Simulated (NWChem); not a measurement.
BiCl₃; SMILES [Cl][Bi]([Cl])[Cl]

```xyz
4

Bi     0.0000     0.0000     0.3924
Cl    -2.0828    -0.5740    -0.7816
Cl     0.5442     2.0907    -0.7816
Cl     1.5385    -1.5167    -0.7816
```
Atoms are numbered in this order, from 1.

Level: PBE0/def2-SVP with def2 effective core potentials on Bi (NWChem), optimised geometry, unscaled harmonic frequencies. def2 effective core potentials on Bi; no spin-orbit coupling.

| frequency (cm⁻¹) | IR intensity (km/mol) |
|---|---|
| 100 | 1.4 |
| 100 | 1.4 |
| 115 | 5.2 |
| 339 | 61.1 |
| 339 | 61.1 |
| 354 | 17.4 |

| Property | Result |
|---|---|
| zero-point energy | 1.9 kcal/mol |
| thermal correction to the enthalpy at 298.15 K (with zero-point energy) | 6.4 kcal/mol |
| heat capacity Cv | 16.6 cal/(mol K) |
| entropy at 298.15 K and 1 atm (symmetry number 3) | 83.9 cal/(mol K) |

Rigid rotor and harmonic oscillator; modes under 100 cm⁻¹ make the entropy uncertain.
